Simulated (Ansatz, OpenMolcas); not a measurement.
**A ladder of methods for C3H8Si (SMILES CC(C)[SiH])**

C3H8Si has 12 atoms, charge 0, and is taken as a singlet. SMILES: `CC(C)[SiH]`. The shape is that of a PBE0-D4/def2-TZVP optimisation. This is one conformer, not always the lowest.

```xyz
12

C    -0.2531    0.9070   -1.0628
C     0.0976   -0.4363   -0.4602
C     0.7899   -0.3575    0.9041
Si   -1.1690   -1.5057    0.4676
H    -0.8401    0.7875   -1.9765
H    -0.8506    1.4989   -0.3644
H     0.6402    1.4864   -1.3224
H     0.6942   -1.0344   -1.1504
H     0.7504    0.6459    1.3250
H     0.2847   -1.0109    1.6986
H     1.8075   -0.7475    0.9085
H    -1.8748   -0.2886    1.0670
```

Each level gives the energy change with the Si4–H12 bond stretched from 1.529 to 1.988 Å (eV). The values are calculated.

| level | kind | program | value (eV) |
| --- | --- | --- | --- |
| PBE/6-31G* (spherical functions) (restricted) | GGA | OpenMolcas | 0.71 |
| TPSS/6-31G* (spherical functions) (restricted) | meta-GGA | OpenMolcas | 0.81 |
| B3LYP/6-31G* (spherical functions) (restricted) | global hybrid | Ansatz | 0.80 |
| r2SCAN0/6-31G* (spherical functions) (restricted) | hybrid meta-GGA | Ansatz | 0.87 |
| CAM-B3LYP/6-31G* (spherical functions) (restricted) | range-separated hybrid | Ansatz | 0.87 |
| B2PLYP/6-31G* (spherical functions) (restricted) | double hybrid | OpenMolcas | 0.86 |
| RPA@PBE/6-31G* (spherical functions) (restricted) | RPA | Ansatz | 0.77 |
| CCSD/6-31G* (spherical functions) (restricted) | coupled cluster or CI | Ansatz | 0.81 |

The first shape isn't each level's own minimum. The values span 0.71 to 0.87 eV.
